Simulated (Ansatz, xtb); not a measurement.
This singlet lies 1.73 eV below the relaxed triplet at the level B3LYP/cc-pVTZ // PBE0-D3(BJ)/def2-TZVP (Ansatz, a quantum-chemistry and plane-wave program).

Species: CClNSi, SMILES `N#C[Si]Cl` (lower singlet) (charge 0, multiplicity 1).

Q: Give a relaxed geometry from GFN2-xTB run with xtb.

A: the end point of this relaxation (outside a Z-matrix the atoms follow the SMILES, hydrogens last).
Bonded distances (Å): N1–C2 1.148, C2–Si3 1.889, Si3–Cl4 2.052. Angles (°): N1–C2–Si3 170.4, C2–Si3–Cl4 98.6.
